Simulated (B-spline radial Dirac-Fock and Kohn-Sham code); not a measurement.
**Tb⁺ 4d3/2: cross section and angular parameters**

System: Tb⁺ in the configuration 1s2 2s2 2p6 3s2 3p6 3d10 4s2 4p6 4d10 4f9 5s2 5p6 6s1; threshold 166.9 eV (orbital energy of the model). Method: Dirac-Hartree-Slater photoionisation with a Latter tail; cross sections with all multipoles, angular parameters from the dipole term and its interference with E2. Computed with a radial atomic solver.

For linearly polarised light dσ/dΩ = σ/(4π) [1 + β P₂(cos θ) + (δ + γ cos²θ) sin θ cos φ], with θ from the polarisation vector and φ the angle between the beam and the projection of the electron momentum on the plane normal to the polarisation.

```csv
hν (eV),σ (kb),β,γ,δ
200,298,1.112,0.015,-0.005
249,142,-0.687,-0.419,0.147
284,187,-0.928,-0.277,0.165
300,210,-0.783,-0.184,0.154
416,298,0.174,0.136,0.062
682,226,0.913,0.052,0.004
707,217,0.947,0.039,0.003
789,188,1.038,0.006,0.002
819,179,1.065,-0.004,0.002
853,168,1.094,-0.013,0.002
1190,95.3,1.264,-0.037,0.011
1253.6,86.2,1.282,-0.031,0.013
1270,84.0,1.286,-0.029,0.014
1320,77.8,1.298,-0.022,0.015
1486.9,60.8,1.329,0.007,0.020
2080,28.2,1.368,0.161,0.035
2984.4,11.2,1.349,0.421,0.056
3740,6.01,1.311,0.620,0.072
4240,?,?,?,?
6000,1.47,1.183,1.084,0.122
7660,0.672,1.099,1.337,0.160
7780,0.639,1.093,1.353,0.163
9590,0.318,1.014,1.566,0.205
10100,0.267,0.993,1.617,0.217
12000,0.147,0.924,1.781,0.260
```

Problem. Give the values at 4240 eV.

Solution. σ = 4.19 kb, β = 1.283, γ = 0.738, δ = 0.083.
